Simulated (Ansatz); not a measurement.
Relaxation of BrFH₂OZn (6 atoms, charge 0, multiplicity 1), to a largest force component of 0.03 eV/Å in at most 50 steps.

All numbers below come from UKS BHLYP-D4/def2-SVP (Ansatz 0.2.0).

```xyz
6
Properties=species:S:1:pos:R:3:forces:R:3
Zn -0.282 0.317 0.690 0.12 0.92 -0.93
Br -0.202 2.275 -0.658 -0.01 -1.08 0.63
O -0.425 -1.093 1.742 0.00 -0.02 0.01
H 0.541 0.170 -2.359 -0.07 0.81 -0.18
F 0.601 -0.691 -2.085 -0.03 -0.64 0.47
H -0.232 -0.977 2.669 0.00 0.01 0.00
```

Q: Where does it end, and by what steps?

A: It converged. After 8 steps the energy has fallen by 0.358 eV; F5 moved furthest, 0.52 Å.

```csv
step,energy less start (eV),largest force component (eV/Å),accepted
0,0.0000,1.080,yes
1,-0.1688,0.262,yes
2,-0.2813,0.473,yes
3,-0.3403,0.488,yes
4,-0.3449,0.433,yes
5,-0.3473,0.806,yes
6,-0.3580,0.071,yes
7,-0.3581,0.031,yes
8,-0.3582,0.001,yes
```

```xyz
6
Properties=species:S:1:pos:R:3
Zn -0.109 0.211 0.368
Br -0.167 2.238 -0.709
O -0.172 -1.119 1.542
H 0.414 0.184 -2.046
F 0.432 -0.628 -1.594
H -0.398 -0.886 2.438
```

Whether the end is a true minimum wasn't checked by a vibrational analysis.

The run took 14 s on 4 threads of Intel(R) Xeon(R) 6975P-C (Granite Rapids), on a shared host, peak memory 0.39 GiB.
